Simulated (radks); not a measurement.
Values are calculated unless marked as measured or tabulated.
The table gives one normalised radial function P(r) = r R(r) of Sc20+ in 1s1 (r in bohr). Code: a radial shooting solver on a logarithmic mesh with Libxc functionals. Model: non-relativistic Kohn-Sham, exchange-only B88, spin-polarised, spherical densities, point nucleus; open shells are filled with parallel spins first.

r	P
0.004042	0.7153
0.004705	0.8212
0.005477	0.9406
0.006377	1.0745
0.007423	1.2236
0.008642	1.3884
0.01006	1.5688
0.01171	1.7639
0.01363	1.9720
0.01587	2.1901
0.01833	2.4018
0.02134	2.6245
0.02484	2.8382
0.02892	3.0324
0.03367	3.1946
0.0392	3.3109
0.04563	3.3667
0.05312	3.3485
0.06185	3.2456
0.072	3.0530
0.08382	2.7734
0.09758	2.4192
0.1127	2.0352
0.1312	1.6080
0.1527	1.1925
0.1778	0.8215
0.207	0.5195
0.241	0.2973
0.2805	0.1515

Which n and l does it have? It may be an empty orbital.

Answer. n = 1, l = 0: the number of nodes gives n - l - 1 = 0, the rise at small r (about r^(l+1)) gives l, and the extent must fit the shell. The curve is that of 1s up; the table hardly tells the two spins apart. 1s up: eigenvalue -5867.4 eV, 0 radial nodes, <r> = 0.0715 bohr, 90 % of the charge inside 0.127 bohr.
